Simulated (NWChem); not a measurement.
Species: C3H9NSi; SMILES C=CN(C)[SiH3]

```xyz
14

C     -0.7860     2.0285     0.0476
C      0.3296     1.3103    -0.1502
N      0.4694    -0.0800    -0.0889
C      1.8308    -0.5803     0.1069
Si    -0.9207    -1.1436    -0.0086
H     -1.7334     1.5898     0.3491
H     -0.7711     3.1015    -0.1050
H      1.2541     1.8240    -0.4176
H      1.8719    -1.6523    -0.1032
H      2.5215    -0.0762    -0.5820
H      2.1954    -0.4179     1.1317
H     -1.6348    -1.1191     1.3015
H     -1.8992    -0.7628    -1.0592
H     -0.4057    -2.5187    -0.2336
```
Atoms are numbered in this order, from 1.

Computed with NWChem. The geometry was optimised at B3LYP/6-31G* (spherical d). Solvent water, SMD (1 M gas to 1 M solution), gas-phase geometry. Reactions with the solvent are ignored.

| level | basis functions | solvation free energy (kcal/mol) | cavity-dispersion-structure term (kcal/mol) | dipole in solution (D) | relative time |
|---|---|---|---|---|---|
| PBE0/STO-3G | 38 | 2.8 | 4.9 | 1.80 | 1 |
| PBE0/def2-SVP | 119 | 1.8 | 4.9 | 1.99 | 3 |
| PBE0/def2-SVPD | 176 | 1.7 | 4.9 | 2.01 | 6 |
| PBE0/def2-TZVP | 215 | 1.4 | 4.9 | 2.04 | 10 |

The last column is a rough cost ratio, cheapest run = 1.
